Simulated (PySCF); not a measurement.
This PySCF input asks for the NMR shieldings of `InChI=1S/C5H13FSi2/c1-4(2)8-5(6)3-7/h5H,1,3,8H2,2,7H3/t5-/m1/s1`; the geometry comes from GFN2-xTB.

```python
import basis_set_exchange as bse
import numpy as np
from pyscf import gto, dft
from pyscf.prop import nmr

atoms = """
C    -1.209780    0.480765   -2.065118
C    -1.315781    0.781218   -0.776657
C    -2.587749    0.534706   -0.020662
Si    0.128748    1.495855    0.209955
C     0.746888    0.115906    1.405106
F    -0.212558    0.015303    2.424961
C     0.937865   -1.259621    0.793158
Si    2.432314   -1.389245   -0.370135
H    -0.304171    0.660474   -2.620028
H    -2.026290    0.045745   -2.623178
H    -3.014200    1.482675    0.306155
H    -3.320807    0.013812   -0.634277
H    -2.391587   -0.054323    0.873739
H     1.241403    1.884510   -0.661221
H    -0.311582    2.609030    1.056214
H     1.660513    0.424567    1.927080
H     1.061459   -1.980031    1.607294
H     0.025498   -1.544301    0.264152
H     2.192439   -0.628078   -1.596850
H     2.633798   -2.801302   -0.702780
H     3.624662   -0.870721    0.306271
"""
names = dict.fromkeys(["C", "Si", "F", "H"], "pcSseg-1")
basis = {el: gto.basis.parse(bse.get_basis(n, elements=[el], fmt="nwchem")) for el, n in names.items()}
mol = gto.M(atom=atoms, basis=basis, charge=0, verbose=0)
mf = dft.RKS(mol, xc="PBE0")
mf.grids.level = 2
mf.grids.alignment = dft.numint.BLKSIZE   # the property module wants whole blocks of grid points
mf.conv_tol = 1e-9
mf.kernel()

calc = nmr.RKS(mf)   # GIAO
C = mf.mo_coeff
Co = C[:, mf.mo_occ > 0]
resp = mf.gen_response(singlet=True, hermi=2)
def vind(x):   # induced exchange potential for any number of trial vectors
    d = np.einsum("pi,xij,qj->xpq", C, 2 * x.reshape(-1, C.shape[1], Co.shape[1]), Co, optimize=True)
    return np.einsum("xpq,pi,qj->xij", resp(d - d.transpose(0, 2, 1)), C, Co, optimize=True).ravel()
mo1, _ = nmr.rhf.solve_mo1(calc, with_cphf=vind)
sigma = calc.kernel(mo1)
for i, s in enumerate(sigma):   # ppm
    print("%2d %-2s %9.2f" % (i, mol.atom_pure_symbol(i), np.trace(s) / 3))
```

Question: What are the results?

Answer: 
```
 0 C      49.05
 1 C      37.98
 2 C     158.56
 3 Si    390.41
 4 C      96.18
 5 F     384.61
 6 C     170.07
 7 Si    425.99
 8 H      25.95
 9 H      25.48
10 H      29.56
11 H      29.76
12 H      29.37
13 H      27.36
14 H      27.16
15 H      26.73
16 H      30.03
17 H      30.19
18 H      28.00
19 H      27.84
20 H      28.04
```

These numbers come from an equivalent density-fitted implementation of the same equations, which agrees with the script to about 0.01 ppm for H and up to a few tenths of a ppm for heavy atoms, so last digits may differ.

Question: Turn these shieldings into chemical shifts. Shifts are taken against calculated references (same method and geometry level): ¹³C (σ = 186.93 ppm), ²⁹Si (σ = 349.16 ppm), ¹H (σ = 31.72 ppm) against TMS; ¹⁹F (σ = 170.95 ppm) against CFCl3.

Answer: Averaging equivalent atoms: C 1: 148.9; C 0: 137.9; C 4: 90.7; C 2: 28.4; C 6: 16.9; Si 3: -41.3; Si 7: -76.8; F 5: -213.7; H 9: 6.24; H 8: 5.77; H 15: 4.99; H 14: 4.56; H 13: 4.36; H 18/19/20: 3.75; H 10/11/12: 2.16; H 16: 1.69; H 17: 1.52 ppm. Unscaled 19F shifts against computed CFCl3 carry errors that often reach 10 to 50 ppm.

Size and cost of the density-fitted run: 215 basis functions, 93 s wall time on 1 thread of an Arm Neoverse N1, shared host; peak memory 0.92 GiB.
